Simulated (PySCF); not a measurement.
**Exercise with solution: oscillator strength and radiative lifetime**

BaF2, SMILES [Ba]([F])[F].

Coordinates come from a PBE0-D3(BJ)/def2-TZVP optimisation. The isomer is the one that the SMILES or the coordinates give; other isomers of the formula were not compared. The def2 effective core potentials stand for the cores of Ba; spin–orbit coupling is left out.

TDA-ωB97X/def2-TZVPD (PySCF) puts the first singlet state with f over 0.02 at 7.27 eV (vertical), with the transition dipole (-0.451, 0.000, 0.000) in atomic units.

**Question.** Find the oscillator strength, the wavelength and the radiative lifetime that this transition would have in vacuum if emission retraced absorption.

**Answer.** 
|μ|² = 0.2034 au, so |μ| = 1.15 D. ΔE = 7.27/27.211 = 0.2672 hartree. f = (2/3) ΔE |μ|² = 0.036 (the program prints 0.036).
λ = 1239.84/7.27 = 171 nm; ν = 58636 cm⁻¹.
Einstein's coefficient A = 0.6670 ν² f s⁻¹ (ν in cm⁻¹) = 8.3e7 s⁻¹, so τ = 1/A = 12 ns. This state is S3; the lower singlets have f = 0.001, 0.001. The figure is the radiative limit of this one transition; relaxation, internal conversion, crossing to triplets and a medium change what is measured.
